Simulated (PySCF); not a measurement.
A calculated (TPSS, PySCF 2.14, x2c-TZVPall, the spin-free X2C one-electron Hamiltonian (Gaussian nucleus)) atom or ion has these occupied shells.

```csv
shell,electrons,orbital energy (eV),"rms radius, mean of both spins (bohr)"
1s α,1,-28998.4,0.0333
1s β,1,-28998.3,0.0333
2s α,1,-4386.1,0.136
2s β,1,-4386.1,0.136
2p α,3,-3938.9,0.121
2p β,3,-3938.9,0.121
3s α,1,-855.24,0.362
3s β,1,-855.22,0.362
3p α,3,-708.40,0.363
3p β,3,-708.38,0.363
3d α,5,-481.47,0.343
3d β,5,-481.46,0.343
4s α,1,-142.78,0.872
4s β,1,-142.74,0.872
4p α,3,-98.427,0.947
4p β,3,-98.384,0.947
4d α,5,-33.968,1.20
4d β,5,-33.863,1.20
5s α,1,-18.080,2.46
5s β,1,-17.268,2.46
5p α,1,-10.688,3.13
```

Name the element and its charge.

Sn⁺ (tin, charge +1), in [Kr] 4d10 5s2 5p1, 2P determinant.
